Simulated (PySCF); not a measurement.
C₂H₁₂O₂Si₃.
Bonds: C1–C2, C2–Si3, Si3–O4, O4–Si5, Si3–O6, O6–Si7. Hydrogens: H8, H9, H10 on C1; H11, H12 on C2; H13 on Si3; H14, H15, H16 on Si5; H17, H18, H19 on Si7.

The geometry is computed with GFN2-xTB (gas phase).

Give the optimised bond lengths and angles.

```
                    bond  length (pm)   order
                   C1–C2        152.8  single
                  C2–Si3        189.7  single
          Si3–O4, Si3–O6        162.1  single
          O4–Si5, O6–Si7        161.9  single
    C1–H8, C1–H9, C1–H10        108.9  single
          C2–H11, C2–H12        109.0  single
                 Si3–H13        145.5  single
Si5–H14 and 5 like bonds        146.3  single
```

Bonds in one row agree within 1 pm and their mean is given. Orders are formal, as drawn. A selection of angles:
```
      angle  degrees
   C2–C1–H8    110.9
   C2–C1–H9    110.3
   H8–C1–H9    108.5
  C1–C2–Si3    113.0
  C1–C2–H11    109.2
 Si3–C2–H11    109.5
 H11–C2–H12    106.5
  C2–Si3–O4    108.9
 C2–Si3–H13    116.6
  O4–Si3–O6    110.0
 O4–Si3–H13    106.3
 Si3–O4–Si5    150.6
 O4–Si5–H14    102.7
 O4–Si5–H15    109.5
H14–Si5–H15    112.0
H14–Si5–H16    112.9
 O6–Si7–H18    108.2
```

Torsions: C1–C2–Si3–O4 -63° (synclinal); C2–Si3–O4–Si5 111° (anticlinal); C2–Si3–O6–Si7 -106° (anticlinal). The mirror-image conformer, all signs reversed, is as good.

All 4 O–Si bonds measure 1.619 to 1.621 Å. Si3 (oxygen-bound silicon) is distorted tetrahedral (angles from 106.1° to 116.6°). Si5 (oxygen-bound silicon) is distorted tetrahedral (angles from 102.7° to 112.9°). Of the pairs four or more bonds apart, Si5···Si7 is among the closest relative to their van der Waals radii: 4.08 Å, 97 % of the sum of Bondi's values.

Point group: near Cs, missed by 0.26 Å at most; the miss may be what the optimiser left on a soft mode. No frequency check. The numbers are those of one conformer.
